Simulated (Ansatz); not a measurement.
Cost and result up the ladder for the cluster GaO3H3 (7 atoms). Charge 0, multiplicity 1. Geometry: PBE-D4/def2-SVP.

```xyz
7

Ga    0.0072    0.0234   -0.2237
O     0.3107   -0.7738   -1.7969
O    -0.4484    1.7598   -0.2831
O     0.1813   -0.9704    1.2726
H    -0.5979    2.1299    0.6055
H     0.5494   -1.7088   -1.6566
H    -0.0023   -0.4602    2.0823
```

Ansatz on 4 threads of Arm Neoverse V1 on a shared host. Times are rough, and most runs start from the orbitals of an earlier one. ωB97M-V/def2-TZVP serves as the yardstick here, not as an exact answer. Differences are given only for rows in sets of like size (and for xTB, whose basis is part of the method), since another set adds its own error. Binding counts from free atoms at the same level (Ga doublet, O triplet, H doublet; other spins of the atoms weren't run), without zero-point energy or a counterpoise term.

The 6-31G sets use Cartesian d functions. LC-ωPBE has ω = 0.4 bohr⁻¹. B3LYP takes the VWN-RPA correlation. The structure comes from a short search, and lower isomers may exist.

```tsv
level	functions	wall time	binding energy per atom (eV)	difference from ωB97M-V/def2-TZVP (eV)
PBE-D4/def2-SVP	89	0.6 s	3.71	–
B3LYP-D4/6-31G	62	0.7 s	3.39	–
LDA (SPW92)/def2-TZVP	159	0.75 s	4.30	0.67
PBE0-D4/def2-SVP	89	0.85 s	3.56	–
BLYP-D4/def2-TZVP	159	1.1 s	3.64	0.01
LC-ωPBE/def2-TZVP	159	1.3 s	3.64	0.00
PBE0-D4/def2-TZVP	159	1.4 s	3.58	-0.06
PBE-D4/def2-TZVPD	201	1.8 s	3.74	0.10
r2SCAN-D4/def2-TZVP	159	2.2 s	3.66	0.02
PBE0-D4/def2-TZVPD	201	2.3 s	3.59	-0.05
r2SCAN-D4/def2-TZVPD	201	3.2 s	3.67	0.03
B97M-V/def2-TZVP	159	4 s	3.62	-0.02
ωB97X-V/def2-TZVP	159	4 s	3.65	0.01
ωB97M-V/def2-TZVP (with forces)	159	5.5 s	3.64	0.00
```
